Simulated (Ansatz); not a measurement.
A nudged elastic band was laid between two geometries of CH8OSSi2 (13 atoms, charge 0, multiplicity 1).

Method: Ansatz, RKS BHLYP-D4/def2-SVP.

```yaml
movable_images: 2
climbing_image: yes
spring: 5.0 eV/Å²
optimiser: quadratic models (default)
start_path: through a guess of the saddle point
force_threshold: 0.05 eV/Å
iteration_limit: 60
end_points: relaxed
```

Initial state:

```xyz
13
Properties=species:S:1:pos:R:3
C -0.677 1.082 1.970
O -0.576 0.112 0.966
Si -0.018 0.358 -0.567
Si -0.086 -1.719 -1.624
S 1.984 1.148 -0.583
H -1.399 1.863 1.701
H 0.290 1.560 2.164
H -1.019 0.601 2.888
H -0.793 1.422 -1.250
H 0.283 -1.558 -3.050
H 0.900 -2.615 -0.972
H -1.434 -2.331 -1.537
H 2.565 0.042 -0.091
```

Final state:

```xyz
13
Properties=species:S:1:pos:R:3
C -0.788 1.517 2.290
O -0.621 0.224 1.118
Si 0.021 0.382 -0.448
Si -0.112 -1.701 -1.513
S 2.040 1.067 -0.443
H -1.630 2.008 1.776
H 0.102 2.083 1.966
H -0.445 -0.522 1.686
H -0.776 1.465 -1.039
H 0.315 -1.558 -2.922
H 0.812 -2.623 -0.807
H -1.489 -2.243 -1.448
H 2.591 -0.133 -0.200
```

Problem. Which bonds break or form, and what moves?

Solution. Bonds broken: C1–H8. Bonds formed: O2–H8.

Problem. What energy profile does the band end with?

Solution. It converged. The highest image is number 2 of 0 to 3, 4.19 eV above the first end and 0.14 eV above the last; the last end lies 4.04 eV above the first. Neighbouring images differ by up to 4.1 eV, so the band resolves the path poorly. The order of the stationary point at the top wasn't checked. So few images can step over the top or miss a turn of the path. The orbitals stay closed-shell, which can raise the energy where a bond breaks towards radicals; this wasn't checked here.

```
image  path coordinate (Å)  energy (eV)  C1–H8 (Å)  O2–H8 (Å)
    0                 0.00         0.00       1.09       2.03
    1                 1.29         0.04       1.09       2.02
    2                 2.58         4.19       1.50       1.03
    3                 3.73         4.04       2.15       0.95
```

Problem. What is the geometry of the highest image?

Solution. 
```xyz
13
Properties=species:S:1:pos:R:3
C -0.562 1.437 2.361
O -0.814 0.215 0.895
Si -0.034 0.342 -0.579
Si -0.094 -1.755 -1.612
S 1.992 1.020 -0.405
H -1.606 1.762 2.419
H 0.009 2.214 1.838
H -0.371 0.054 1.808
H -0.710 1.415 -1.333
H 0.420 -1.640 -2.997
H 0.783 -2.675 -0.846
H -1.470 -2.301 -1.638
H 2.479 -0.123 0.104
```

Time of the run: 110 s on 2 threads of Intel(R) Xeon(R) Platinum 8488C (Sapphire Rapids) (shared host), peak memory 0.32 GiB.
